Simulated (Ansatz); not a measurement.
Born–Oppenheimer molecular dynamics of C$_{2}$H$_{6}$OSSi$_{2}$ (12 atoms, charge 0, multiplicity 1). It starts at the highest image of a converged band. Of that band: Neighbouring images differ by up to 1.7 eV, so the band resolves the path poorly. A vibrational analysis at the climbing image gives one clearly imaginary mode, 1909i cm⁻¹: a first-order saddle point.

The calculation used Ansatz 0.2.0, RKS PBE/def2-SVP.

| Property | Result |
| --- | --- |
| ensemble | NVE (velocity Verlet) |
| time step | 0.5 fs |
| steps asked | 200 |
| starting velocities drawn for | 300 K |
| seed | 5084 |

Frames 2.5 fs apart, positions in Å.

Velocities at 65.0 fs (Å/ps):

```
O -5.53 -1.02 12.02
C 3.87 1.71 -18.58
C -6.99 2.33 4.56
Si 0.27 1.49 6.12
Si -0.43 -0.13 0.14
S 0.03 -1.92 -6.45
H -4.95 3.44 -14.42
H 114.25 18.76 23.83
H 0.58 -22.54 -8.06
H 4.81 -3.79 2.26
H 11.04 -2.64 7.20
H 2.37 -1.69 -3.82
```

```xyz
12
Properties=species:S:1:pos:R:3 time_fs=65.0 energy_less_start_eV=-0.950 T=1035
O -3.141 0.527 -0.150
C -1.820 0.612 -0.222
C -0.763 1.230 0.380
Si 0.454 0.240 -0.621
Si 2.035 -1.299 0.299
S -1.335 -0.367 -1.590
H -3.489 1.206 0.652
H -0.753 1.300 1.535
H 1.305 0.947 -1.643
H 3.165 -0.407 0.762
H 1.530 -2.071 1.538
H 2.772 -2.148 -0.724
12
Properties=species:S:1:pos:R:3 time_fs=67.5 energy_less_start_eV=-1.143 T=1180
O -3.158 0.529 -0.114
C -1.812 0.615 -0.270
C -0.778 1.235 0.399
Si 0.456 0.244 -0.606
Si 2.034 -1.300 0.300
S -1.335 -0.373 -1.608
H -3.471 1.158 0.553
H -0.484 1.365 1.540
H 1.308 0.897 -1.662
H 3.172 -0.414 0.772
H 1.563 -2.074 1.537
H 2.763 -2.154 -0.730
12
Properties=species:S:1:pos:R:3 time_fs=70.0 energy_less_start_eV=-0.765 T=892
O -3.173 0.531 -0.078
C -1.810 0.619 -0.313
C -0.785 1.236 0.427
Si 0.460 0.248 -0.591
Si 2.033 -1.300 0.301
S -1.335 -0.381 -1.629
H -3.463 1.153 0.499
H -0.299 1.455 1.434
H 1.317 0.862 -1.677
H 3.170 -0.416 0.785
H 1.602 -2.073 1.509
H 2.727 -2.161 -0.730
12
Properties=species:S:1:pos:R:3 time_fs=72.5 energy_less_start_eV=-0.560 T=734
O -3.180 0.525 -0.053
C -1.815 0.627 -0.342
C -0.783 1.229 0.453
Si 0.466 0.254 -0.577
Si 2.033 -1.299 0.304
S -1.335 -0.391 -1.652
H -3.507 1.302 0.599
H -0.224 1.570 1.296
H 1.327 0.841 -1.685
H 3.157 -0.413 0.799
H 1.633 -2.085 1.479
H 2.670 -2.171 -0.731
12
Properties=species:S:1:pos:R:3 time_fs=75.0 energy_less_start_eV=-0.566 T=738
O -3.187 0.527 -0.026
C -1.824 0.641 -0.351
C -0.780 1.212 0.462
Si 0.473 0.259 -0.566
Si 2.033 -1.297 0.306
S -1.335 -0.402 -1.677
H -3.485 1.349 0.619
H -0.223 1.740 1.236
H 1.336 0.836 -1.681
H 3.141 -0.407 0.810
H 1.647 -2.120 1.471
H 2.605 -2.187 -0.744
12
Properties=species:S:1:pos:R:3 time_fs=77.5 energy_less_start_eV=-0.895 T=989
O -3.191 0.539 0.005
C -1.837 0.659 -0.340
C -0.774 1.185 0.456
Si 0.481 0.265 -0.555
Si 2.033 -1.295 0.309
S -1.335 -0.414 -1.702
H -3.395 1.264 0.539
H -0.313 1.940 1.220
H 1.342 0.848 -1.662
H 3.129 -0.396 0.818
H 1.643 -2.172 1.481
H 2.540 -2.207 -0.772
12
Properties=species:S:1:pos:R:3 time_fs=80.0 energy_less_start_eV=-1.084 T=1134
O -3.188 0.547 0.025
C -1.851 0.676 -0.317
C -0.764 1.159 0.444
Si 0.489 0.269 -0.548
Si 2.033 -1.292 0.312
S -1.334 -0.425 -1.726
H -3.338 1.301 0.563
H -0.521 2.080 1.160
H 1.349 0.879 -1.630
H 3.125 -0.386 0.820
H 1.631 -2.216 1.482
H 2.479 -2.220 -0.807
12
Properties=species:S:1:pos:R:3 time_fs=82.5 energy_less_start_eV=-0.992 T=1067
O -3.178 0.553 0.039
C -1.866 0.684 -0.288
C -0.754 1.142 0.431
Si 0.497 0.272 -0.543
Si 2.031 -1.291 0.317
S -1.333 -0.435 -1.746
H -3.326 1.432 0.677
H -0.800 2.107 1.042
H 1.360 0.931 -1.589
H 3.132 -0.383 0.815
H 1.620 -2.234 1.460
H 2.421 -2.214 -0.835
12
Properties=species:S:1:pos:R:3 time_fs=85.0 energy_less_start_eV=-0.858 T=963
O -3.166 0.573 0.057
C -1.877 0.679 -0.260
C -0.751 1.135 0.417
Si 0.504 0.274 -0.541
Si 2.029 -1.292 0.323
S -1.332 -0.443 -1.763
H -3.312 1.409 0.701
H -1.074 2.058 0.919
H 1.377 1.001 -1.540
H 3.147 -0.391 0.803
H 1.609 -2.227 1.420
H 2.373 -2.187 -0.851
12
Properties=species:S:1:pos:R:3 time_fs=87.5 energy_less_start_eV=-0.500 T=688
O -3.155 0.604 0.078
C -1.879 0.659 -0.239
C -0.761 1.135 0.401
Si 0.512 0.275 -0.543
Si 2.027 -1.292 0.328
S -1.331 -0.448 -1.776
H -3.305 1.273 0.665
H -1.286 2.010 0.857
H 1.395 1.081 -1.484
H 3.168 -0.415 0.785
H 1.592 -2.213 1.386
H 2.338 -2.144 -0.863
12
Properties=species:S:1:pos:R:3 time_fs=90.0 energy_less_start_eV=-0.664 T=810
O -3.143 0.630 0.090
C -1.872 0.620 -0.230
C -0.786 1.143 0.386
Si 0.519 0.275 -0.547
Si 2.024 -1.292 0.333
S -1.328 -0.453 -1.784
H -3.353 1.281 0.782
H -1.391 1.981 0.869
H 1.409 1.162 -1.419
H 3.195 -0.452 0.764
H 1.561 -2.211 1.383
H 2.322 -2.100 -0.882
12
Properties=species:S:1:pos:R:3 time_fs=92.5 energy_less_start_eV=-0.639 T=795
O -3.136 0.654 0.098
C -1.859 0.568 -0.232
C -0.821 1.159 0.374
Si 0.525 0.277 -0.555
Si 2.020 -1.291 0.337
S -1.325 -0.455 -1.789
H -3.395 1.323 0.936
H -1.368 1.956 0.940
H 1.417 1.231 -1.346
H 3.228 -0.498 0.745
H 1.520 -2.223 1.407
H 2.325 -2.065 -0.911
```

Of the whole run (100 fs, mean temperature of the second half 912 K): The conserved energy stayed within 0.62 meV per atom of its start (net change -0.28 meV per atom), so the integration is sound. The system heated up, since it started high on the potential surface and ran downhill. A run of 0.1 ps of so small a system gives no equilibrium averages. The orbitals stay closed-shell, which can raise the energy where a bond breaks towards radicals; this wasn't checked here.

Time of the run: 9.2 min on 2 threads of Arm Neoverse V1, on a shared host, peak memory 0.17 GiB.
